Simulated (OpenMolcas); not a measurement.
As3+: effect of the IPEA shift

```json
{
 "Program": "OpenMolcas 26.06",
 "Basis": "ANO-RCC-VTZP [6s5p3d1f]",
 "Scalar Hamiltonian": "DKH2, point nucleus",
 "Active space": "2 electrons in 8 orbitals (4s 4p 5s 5p)",
 "State averaging": "2S+1 = 3 even, 3 roots; 2S+1 = 1 even, 7 roots; 2S+1 = 3 odd, 3 roots; 2S+1 = 1 odd, 3 roots",
 "Spin-orbit coupling": "state interaction with AMFI integrals over the reference wave functions, term energies averaged over their components"
}
```

Methods on the same reference wave functions:
A. CASSCF
B. MS-CASPT2, IPEA 0 Eh, imaginary shift 0.1 Eh (closed shells correlated: 3d)
C. MS-CASPT2, IPEA 0.25 Eh, imaginary shift 0.1 Eh (closed shells correlated: 3d)

Energies in cm⁻¹ above 4s² ¹S₀, the measured ground level; measured values from Moore, Atomic Energy Levels, vol. II, NSRDS-NBS 35 (1971 reprint of NBS Circular 467, 1952).

```
     Level       A       B       C  Measured
   4s² ¹S₀     0.0     0.0     0.0       0.0
4s 4p ³P°₀   73510   73190   73240          
4s 4p ³P°₁   74542   74210   74260     76962
4s 4p ³P°₂   76730   76410   76460     79492
4s 4p ¹P°₁  121029  113670  113910    112022
```

Deviations, from unrounded energies. A percentage is the sum of absolute deviations over the sum of measured energies, with the sign that they share, or ± where signs differ.

```tsv
Against measurement	Levels	A	B	C
mean absolute deviation (cm-1)	3	4700	2500	2500
other configurations (%)	3	±5.3	±2.8	±2.8
```

B, C lie about equally close to measurement and A furthest from it. The largest miss of B in the table is 4s 4p ³P°₂, by -3100 cm-1. The ranking rests on the paired levels alone, and a cruder setting can come out closer through cancelling errors.

Between B and C the level of the table that moves most is 4s 4p ¹P°₁, by 240 cm-1 (lowest in B, highest in C). Moves below CASPT2's spread within the term are not significant.

The lowest spin-free term lies below A's lowest term by 0.042 hartree in B, 0.042 hartree in C.

Over all roots computed the reference weight is 0.91 to 0.99 in B, 0.92 to 0.99 in C; the roots of lowest weight are the least certain, and an intruder state may touch them. Active for correlation alone: 5p 5s; no level in the range computed is led by a configuration that fills them, so any true level of that kind is missing. Computed and measured levels are paired by configuration, term and J; levels that our copy of the source lacks, or whose pairing is in doubt (as where it misses far off the trend of its configuration), stay unpaired and out of the deviations. Levels of configurations outside the active space are missing. The table leaves out levels that lie high or whose names do not pair safely across all columns.

° marks odd parity.
